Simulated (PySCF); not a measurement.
# Computed data sheet: [Ga(CN)H3]-, `[H][Ga-]([H])([H])[C]#N`

Compound: [Ga(CN)H3]-, CH₃GaN (charge -1).
Structure used (PBE0-D3(BJ)/def2-SVP), in Å, numbered top down from 1:
```
atom  x, y, z in Å
Ga1   -0.013   -0.010   -0.644
C2     0.025    0.021    1.388
N3     0.051    0.039    2.553
H4     1.519   -0.009   -1.127
H5    -0.797    1.313   -1.107
H6    -0.786   -1.354   -1.063
```

**PBE0-D3(BJ)/def2-SVP geometry optimisation, gas phase (PySCF)**

| Property | Result |
| --- | --- |
| Point group | C3v |
| Rotational constants A, B, C | 70.459, 3.368, 3.368 GHz |

**B3LYP/pcSseg-1 (pcSseg-2 on Ga) ground state and GIAO shieldings, non-relativistic (PySCF)**

| Quantity | Value |
| --- | --- |
| HOMO energy | -2.85 eV |
| LUMO energy | 5.06 eV |
| HOMO–LUMO gap | 7.91 eV |
| 13C chemical shifts (computed TMS as zero) by class | 140.1 (C2) ppm |
| 1H chemical shifts (computed TMS as zero) by class | 3.14 (H4/H5/H6) ppm |
| Isotropic shieldings of nuclei other than C and H, by class | -78 (N3), 1662 (Ga1) ppm |

**PBE/pcJ-1 Ga:pcSseg-1 indirect spin-spin coupling, non-relativistic, gas phase (PySCF)**

| Item | Value |
| --- | --- |
| Largest of the computed one-bond spin–spin couplings (means over like bonds) | 15N–13C -5.4 (N3–C2) Hz |

Monoisotopic mass of the ion (most abundant isotopes, electron mass counted): 97.9527 u.

The rotational constants are those of a prolate symmetric top. With B = h/(8π²I), that is 505.379 GHz u Å² over I, the principal moments of inertia are 7.2, 150.0 and 150.0 u Å² (most abundant isotopes); the inertial defect Ic − Ia − Ib is -7.2 u Å² (zero for a rigid planar frame, negative otherwise).

The calculation is non-relativistic and has no spin–orbit coupling, an omission that weighs most on gallium. Atoms bound to Ga lack the heavy atom's spin–orbit term in their shielding, so their NMR values are less reliable. No diffuse functions stand in pcJ-1 (pcSseg-1 on Ga) and pcSseg-1 (pcSseg-2 on Ga), which bears on an anion's orbital energies.
